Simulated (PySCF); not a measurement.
Working out the ionisation energy of I

I [Kr] 4d10 5s2 5p5 (2P) → I+ [Kr] 4d10 5s2 5p4 (3P). Computed with PySCF 2.14 in def2-SVP with the def2 core potential (28 electrons) (4s4p2d, 26 functions), with a scalar-relativistic core potential. Frozen: 4s2 4p6 4d10. Energies in hartree (1 hartree = 27.21139 eV):

```csv
part,I (lower),I+ (upper)
UHF,-296.649606,-296.297095
CCSD correlation,-0.090470,-0.074520
(T),-0.000778,-0.000708
```

What does Hartree-Fock give?

(-296.297095) − (-296.649606) = 0.352511 hartree = 9.592 eV.

What do CCSD and CCSD(T) give?

The CCSD correlation energies differ by 0.015950 hartree = 0.434 eV and the triples by 0.000070 hartree = 0.002 eV, so CCSD gives 10.026 eV and CCSD(T) 10.028 eV.

Measured between the centres of the two terms (NIST): 10.519 eV, so CCSD(T) (valence) is off by -0.491 eV.

A double-zeta basis recovers only part of the correlation energy.

What remains against the reference includes basis incompleteness, the frozen core and higher excitations.
